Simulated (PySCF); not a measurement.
Choosing a molecule for a target property.

All species are isolated and taken at one optimised geometry, non-relativistic unless stated; the electronic structure was computed with PySCF and density fitting.

The conformers computed, where there is a choice (atom-mapped SMILES and torsion angles):
- `[CH3:1][O:2][CH2:3][O:4][SiH2:5][CH:6]([SiH3:7])[SiH3:8]`: C1–O2–C3–O4 -69°, O2–C3–O4–Si5 -50°, C3–O4–Si5–C6 -177°, O4–Si5–C6–Si7 -178°
- `[CH3:1]/[CH:2]=[CH:3]/[C@H:4]([C:5]#[N:6])/[CH:7]=[N:8]/[CH3:9]`: C2–C3–C4–C5 -123°, C3–C4–C7–N8 -118°
- `[NH2:1][C:2](=[O:3])[Si@@H:4]1[CH2:5][C@H:6]([CH2:7][SiH3:8])[SiH2:9]1`: N1–C2–Si4–C5 24°, C5–C6–C7–Si8 59°, H–N1–C2–O3 176°, H–N1–C2–O3 3°
- `[CH2:1]=[CH:2][P:3]([CH2:4][CH3:5])[C:6]([CH3:7])=[O:8]`: C1–C2–P3–C4 167°, C2–P3–C4–C5 -178°, C2–P3–C6–C7 72°

The conformers of `CC[P@]1(=O)C=CCC1`, `C[C@@H]1CN[SiH2][C@H]1OC=O`, `COC1=C(C)CPC1` and `NCC[Si@@H]1CCC(=O)O1` aren't listed.

(1) Wanted: smallest rotational constant below 0.8 GHz (GFN2-xTB) and dipole moment below 3 D (PBE0/pcSseg-1), at GFN2-xTB geometries. Which candidate meets both?
A. `C/C=C/[C@H](C#N)/C=N/C`
B. `COCO[SiH2]C([SiH3])[SiH3]`
C. `C=CP(CC)C(C)=O`
D. `NC(=O)[Si@@H]1C[C@H](C[SiH3])[SiH2]1`

(2) Wanted: HOMO energy between -7.3 eV and -6.6 eV (PBE0/pcSseg-1) and HOMO–LUMO gap above 6.85 eV (PBE0/pcSseg-1), at GFN2-xTB geometries. Which candidate meets both?
A. `CC[P@]1(=O)C=CCC1`
B. `COCO[SiH2]C([SiH3])[SiH3]`
C. `C/C=C/[C@H](C#N)/C=N/C`
D. `[SiH3]C[C@H]1C[Si@@H](C(=O)N)[SiH2]1`
E. `COC1=C(C)CPC1`
F. `C[C@@H]1CN[SiH2][C@H]1OC=O`
G. `NCC[Si@@H]1CCC(=O)O1`

## Answers

(1) B. Computed values:
```csv
species,smallest rotational constant,dipole moment
NC(=O)[Si@@H]1C[C@H](C[SiH3])[SiH2]1,0.408 GHz,3.38 D
COCO[SiH2]C([SiH3])[SiH3],0.474 GHz,1.54 D
C/C=C/[C@H](C#N)/C=N/C,0.674 GHz,4.24 D
C=CP(CC)C(C)=O,0.972 GHz,2.02 D
```

(2) G. Computed values:
```
                             species  HOMO energy  HOMO–LUMO gap
           COCO[SiH2]C([SiH3])[SiH3]     -8.11 eV        8.38 eV
              C/C=C/[C@H](C#N)/C=N/C     -7.50 eV        6.79 eV
                   CC[P@]1(=O)C=CCC1     -7.39 eV        6.91 eV
                NCC[Si@@H]1CCC(=O)O1     -7.24 eV        7.29 eV
[SiH3]C[C@H]1C[Si@@H](C(=O)N)[SiH2]1     -6.78 eV        6.16 eV
          C[C@@H]1CN[SiH2][C@H]1OC=O     -6.36 eV        6.31 eV
                       COC1=C(C)CPC1     -5.89 eV        6.64 eV
```
